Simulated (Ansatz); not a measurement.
F2Si (SMILES F[Si]F): geometry of the low-spin state from B3LYP-D3(BJ)/def2-TZVP.
(charge 0, multiplicity 1):
```xyz
3

F     -1.23896    -0.45010     0.00000
Si    -0.00056     0.57716     0.00000
F      1.23983    -0.44770     0.00000
```
The high-spin state stands at its own minimum; R- takes a restricted low-spin state.

Codes used: Ansatz (Gaussian basis) for Hartree–Fock, density functionals and correlated methods. Each number belongs to the level named beside it.

The gap E(multiplicity 1) − E(multiplicity 3) (kcal/mol) and the share of exact exchange:

| functional | exact exchange (%) | value |
|---|---|---|
| R-PBE/def2-TZVPP | 0 | -69.58 |
| R-PBE0/def2-TZVPP | 25 | -67.91 |
| R-B3LYP/def2-TZVPP | 20 | -73.37 |
| R-BHLYP/def2-TZVPP | 50 | -71.69 |
| R-r2SCAN/def2-TZVPP | 0 | -63.50 |

**Question.** Take the value as linear in the share of exact exchange along PBE and PBE0. Give the slope, say whether the sign turns, and set the other functionals against that line.

**Answer.** 
Slope: (-67.91 − (-69.58))/2.5 = 0.67 kcal/mol for each 10 %. The line keeps its sign from 0 to 100 %. At 50 % it gives -66.2 kcal/mol. From B3LYP to BHLYP the slope is (-71.69 − (-73.37))/3 = 0.56 for each 10 %. BHLYP, at 50 %, lies -5.4 from the PBE line. B3LYP, at 20 %, lies -5.1 from the PBE line. r2SCAN, with none, stands 6.1 from PBE.

Ansatz is a quantum-chemistry and plane-wave program.
